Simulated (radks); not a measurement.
Polarisability of the copper ion Cu+, [Ar] 3d10, at imaginary frequency. Calculated with a radial shooting solver on a logarithmic mesh with Libxc functionals: scalar-relativistic Kohn-Sham, PBE, spin-polarised, spherical densities, finite nucleus; Fermi nuclear charge, rms radius 3.8823 fm. Response by self-consistent Sternheimer equations with the Hartree and adiabatic LDA kernel, the relativistic mass of each level held fixed and spin-orbit coupling left out.

w (hartree)  alpha1(iw) (bohr^3)  alpha2(iw) (bohr^5)
0.00266                    8.481                78.69
0.0143                     8.468                76.51
0.0360                     8.398                66.81
0.0697                     8.184                49.99
0.118                      7.706                35.34
0.186                      6.889                26.36
0.280                      5.805                20.83
0.413                      4.647                16.61
0.605                      3.571                12.76
0.892                      2.622                9.164
1.35                       1.805                5.997
2.12                       1.125                3.461
3.59                      0.5964                1.668
6.94                      0.2377               0.5956
17.5                     0.05334               0.1158

Static values: alpha1 = 8.481 bohr^3 (1.257 angstrom^3; uncoupled 11.55), alpha2 = 78.77 bohr^5, alpha3 = 353.0 bohr^7. C6 = 28.93, C8 = 644.5, triple-dipole C9 = 157.2 atomic units. One-pole (London) frequency 4 C6 / (3 alpha1^2) = 0.536 hartree, against 0.502 for minus the highest occupied eigenvalue.
